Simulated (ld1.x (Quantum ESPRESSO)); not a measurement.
# Transferability test, PAW potential for manganese

```json
{
 "Element": "Mn",
 "Generator": "ld1.x (Quantum ESPRESSO) 7.5",
 "Type": "PAW",
 "Functional": "PBE",
 "Relativity": "fully relativistic",
 "Frozen core": "[Ne]",
 "Valence charge": "15",
 "Reference configuration": "3s2 3p6 3d5 4s1.5 4p0 (charge +0.5)",
 "Partial waves": "3s (bound): rcut 1.25, rcutus 1.60 bohr; 4s (bound): rcut 1.25, rcutus 1.60 bohr; 3p (bound): rcut 1.45, rcutus 1.95 bohr; 4p (bound, empty): rcut 1.45, rcutus 1.95 bohr; 3d (bound): rcut 1.45, rcutus 1.75 bohr; 3d channel at 0.8 Ry: rcut 1.45, rcutus 1.75 bohr",
 "Local potential": "all-electron potential smoothed inside 1.75 bohr (lloc = -1)",
 "Core correction": "Bessel-smoothed model core inside 0.85 bohr",
 "Augmentation charge": "PSQ, inside the norm-conserving radii"
}
```

Open shells are filled in proportion to 2j + 1 (rel_dist='average').

Energies are relative to the spin-unpolarised reference configuration 3s2 3p6 3d5 4s1.5 4p0; without spin polarisation the order of configurations can differ from experiment. Not all tests gave a result: test run stopped at test 6 of 7 (negative rho).

(1) Give the all-electron excitation energy and the error of the potential for: 3s2 3p6 3d5 4s2 4p0; 3s2 3p6 3d5 4s1 4p0; 3s2 3p6 3d5 4s0 4p0; 3s1 3p6 3d5 4s2 4p0; 3s2 3p5 3d5 4s2 4p0.

The ghost test of this file was not conclusive.

## Answers

(1)

```json
{"valence configuration": "3s2 3p6 3d5 4s2 4p0", "charge": "0", "ΔE all-electron (eV)": "-3.361", "error AE − PS (meV)": "-0.1"}
{"valence configuration": "3s2 3p6 3d5 4s1 4p0", "charge": "+1", "ΔE all-electron (eV)": "5.055", "error AE − PS (meV)": "-0.1"}
{"valence configuration": "3s2 3p6 3d5 4s0 4p0", "charge": "+2", "ΔE all-electron (eV)": "20.654", "error AE − PS (meV)": "-1.8"}
{"valence configuration": "3s1 3p6 3d5 4s2 4p0", "charge": "+1", "ΔE all-electron (eV)": "90.144", "error AE − PS (meV)": "-31"}
{"valence configuration": "3s2 3p5 3d5 4s2 4p0", "charge": "+1", "ΔE all-electron (eV)": "58.627", "error AE − PS (meV)": "-21"}
```
